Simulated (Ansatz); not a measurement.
C4H9Cl3Sn (SMILES CCC[CH2][Sn]([Cl])([Cl])[Cl]), singlet, at a GFN2-xTB geometry (such geometries of metal compounds can be far from the true shape) (all electrons, no relativity). Base run: HF/STO-3G (Ansatz, a program for electronic structure).

The Ansatz input:
Ansatz 0.2 input:
```yaml
crystal:
  periodic: [false, false, false]
  atoms:
    - {symbol: C, position_ang: [-4.39186046, -0.36271527, -0.12209630]}
    - {symbol: C, position_ang: [-2.97975254, -0.39734081, -0.68999203]}
    - {symbol: C, position_ang: [-2.18587318, -1.58037032, -0.14581249]}
    - {symbol: C, position_ang: [-0.80115302, -1.68762794, -0.71354593]}
    - {symbol: Sn, position_ang: [0.58388813, -0.00659587, -0.01644072]}
    - {symbol: Cl, position_ang: [0.70422409, 1.83088088, -1.47269867]}
    - {symbol: Cl, position_ang: [-0.05877016, 0.86869545, 2.06551217]}
    - {symbol: Cl, position_ang: [2.80112772, -0.71700956, 0.26810920]}
    - {symbol: H, position_ang: [-4.93380889, -1.26925862, -0.38393982]}
    - {symbol: H, position_ang: [-4.93885832, 0.48928349, -0.51664614]}
    - {symbol: H, position_ang: [-4.36369763, -0.27910897, 0.96171888]}
    - {symbol: H, position_ang: [-2.46428360, 0.53153745, -0.42727938]}
    - {symbol: H, position_ang: [-3.02194787, -0.45831259, -1.77969678]}
    - {symbol: H, position_ang: [-2.14983028, -1.52648620, 0.94523797]}
    - {symbol: H, position_ang: [-2.70967763, -2.50971708, -0.40169133]}
    - {symbol: H, position_ang: [-0.27435719, -2.58008738, -0.38609232]}
    - {symbol: H, position_ang: [-0.77799848, -1.60336543, -1.79658010]}
basis:
  gaussian:
    orbitals: STO-3G
hamiltonian:
  xc: hf
```

Each row names what was changed in the base input (with any setting that the change needs).

```tsv
change	E (Eh)	core-seconds (rough)
base	-7482.16706	6
functional = wB97X	-7487.26246	20
functional = hse06	-7486.22834	9
functional = pbe0; dispersion = d4	-7486.25707	9
functional = pbe	-7485.62968	7
functional = pbe0	-7486.24020	9
functional = wB97M-V	-7487.31910	30
functional = r2scan	-7487.16774	20
functional = b3lyp5	-7486.54087	9
functional = blyp	-7486.63876	6
functional = pbe0; dispersion = d3bjatm	-7486.25792	8
functional = lc_wpbe	-7486.00246	9
functional = cam_b3lyp	-7487.12737	10
```

Total energies compare only within one method and basis.
